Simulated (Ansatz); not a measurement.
`[O]=[Nb]([F])([F])[Cl]` + H₂O → `[O]=[Nb]([OH])([F])[Cl]` + H–F at 298.15 K and 1 bar (formal hydrolysis of the Nb–F bond).

Isolated molecules relaxed with PBE0-D4/def2-TZVP in Ansatz; ΔE leaves out vibrations. CCSD(T)/CBS is the MP2 limit (def2-TZVPP, def2-QZVPP) plus CCSD(T) − MP2 in def2-TZVPP, frozen cores. This one scheme is used for every species. Elements past krypton have def2 core potentials. For Nb outer-core shells are correlated without core-valence functions, which leaves a few kJ/mol of doubt a bond. Each species was taken in one conformer, which may not be the lowest.

| species | CCSD(T)/CBS energy (Eh) | H − E (kJ/mol) | S (J/(mol·K)) |
| --- | --- | --- | --- |
| `[O]=[Nb]([F])([F])[Cl]` | -791.70274 | 42.3 | 342.1 |
| H₂O | -76.37941 | 66.4 | 188.7 |
| `[O]=[Nb]([OH])([F])[Cl]` | -767.67871 | 72.8 | 348.0 |
| H–F | -100.39570 | 33.5 | 173.6 |

H − E and S are ideal-gas, rigid-rotor, harmonic terms from PBE0-D4/def2-TZVP, for one conformer and one mirror image of each species. 1 Eh = 2625.50 kJ/mol, R = 8.31446 J/(mol·K).

Q: By hand: ΔE, ΔH, ΔS and ΔG.

A: ΔE = (-767.67871) + (-100.39570) − (-791.70274) − (-76.37941) = 0.00774 Eh = 20.3 kJ/mol. Δ(H − E) = 72.8 + 33.5 − 42.3 − 66.4 = -2.4, so ΔH = 17.9 kJ/mol. ΔS = 348.0 + 173.6 − 342.1 − 188.7 = -9.2 J/(mol·K). ΔG = 17.9 − 298.15 × (-9.2)/1000 = 20.6 kJ/mol.

Q: By hand: the equilibrium constant, and the temperature at which ΔG would vanish if ΔH and ΔS stayed fixed.

A: log₁₀ K = −ΔG/(RT ln 10) = -3.6. ΔH and −TΔS have one sign here, so there is no such temperature.

The number of gas molecules stays the same, so ΔS is small and ΔH decides. A doubt of 5 kJ/mol in ΔE shifts log₁₀ K by 0.9 here. Other conformers and mirror images would add mixing entropy, several J/(mol·K) or more a flexible species. These are equilibria of isolated gas molecules and say nothing of rates. Largest T1 diagnostic: 0.022 (customary marks: 0.02 for closed shells, 0.045 for open ones).

ΔS is within the doubt of such terms, so its sign, and with it that verdict, could turn.
